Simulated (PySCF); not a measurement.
## Electron correlation in Rh⁺ (rhodium, charge +1)

[Kr] 4d7 5p1, one real determinant (an excited configuration). Calculation: PySCF 2.14, in def2-TZVPPD with the def2 core potential (28 electrons); scalar relativity through the core potential. Frozen: nothing; 16 electrons correlated.

```json
{"level": "CCSD", "correlation energy (mhartree)": "-453.68"}
{"level": "(T)", "correlation energy (mhartree)": "-11.37"}
{"level": "CCSD(T)", "correlation energy (mhartree)": "-465.05"}
```

Diagnostics: T1 = 0.012, D1 = 0.0507, largest double amplitude 0.035.

The real determinant used has ⟨L²⟩ near 14 against 20 for a pure G term, so it mixes terms.

Cost of the coupled-cluster step: about 12 core-seconds, for 16 correlated electrons.

The reference is one real determinant that mixes LS terms of this configuration.

The basis has no tight functions for the innermost shells, so their pair energies are far from complete.

This basis was not built for core-valence correlation, so the inner-shell part is incomplete.
